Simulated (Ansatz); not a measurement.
Two isomers of CH6ClNSi: A = `C[SiH](N)Cl`, B = `N[SiH2]CCl`.

Isolated molecules relaxed with PBE0-D4/def2-TZVP in Ansatz; ΔE leaves out vibrations. CBS: MP2 limit from def2 TZ/QZ plus the TZ coupled-cluster correction, frozen cores. DFT in def2-TZVPP. B3LYP here is the variant with VWN-RPA as its local correlation; programs differ in this. Each species was taken in one conformer, which may not be the lowest.

Problem. Which isomer does CCSD(T)/CBS put lower? Give the gap. (Estimate.)

Solution. Ansatz gave: A, by 45.8 kcal/mol.

Problem. Give E(B) − E(A) in kcal/mol with r2SCAN-D4, BLYP-D4, CCSD(T)/def2-TZVPP, MP2/def2-TZVPP, ωB97M-V, PBE-D4, B3LYP-D4. (An estimate is asked.)

Solution. Computed: r2SCAN-D4 47.0, BLYP-D4 44.1, CCSD(T)/def2-TZVPP 45.4, MP2/def2-TZVPP 47.1, ωB97M-V 46.2, PBE-D4 44.7, B3LYP-D4 45.2. None reverses the order clearly.

Problem. Does the order hold for the free energy at 298.15 K (harmonic terms from PBE0-D4)? (Estimate.)

Solution. The calculation gave: Yes: G(B) − G(A) = +44.2 kcal/mol, for one conformer each.

Largest T1 diagnostic: 0.010.

From PBE to PBE0 (25 % exact exchange), in def2-TZVPP and without D4, E(B) − E(A) moves by +1.2 kcal/mol. At CCSD(T), def2-SVP lies −1.0 kcal/mol from the extrapolated value and def2-TZVPP −0.4 kcal/mol.
